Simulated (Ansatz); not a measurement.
```xyz
7

C     0.0000    0.0000   -1.2031
C     0.0000    0.0000    0.0000
C     0.0000    0.0000    1.2031
H     0.0000   -0.8618   -1.7249
H     0.0000    0.8618   -1.7249
H    -0.8618    0.0000    1.7249
H     0.8618    0.0000    1.7249
```

Basis set: def2-TZVP (spherical functions). Left uncorrelated: 3 orbitals. Charge 0, multiplicity 1.

Computed with Ansatz (development build ahead of 0.2.0); each method stands on the lowest determinant of its kind that the runs found. Restricted open shells among the atoms or ions are ROHF, correlated in semicanonical orbitals with singles.

Give the atomization energy at this shape (free ground-state atoms in the same class of orbitals less the molecule, no zero-point energy) of singlet C3H4 by RHF-MP2, RHF.

```json
{"method": "RHF-MP2", "atomization energy": "657.56 kcal/mol"}
{"method": "RHF", "atomization energy": "505.92 kcal/mol"}
```

Caution: no unrestricted run beside it, a lower state can exist; the shape is not the minimum.
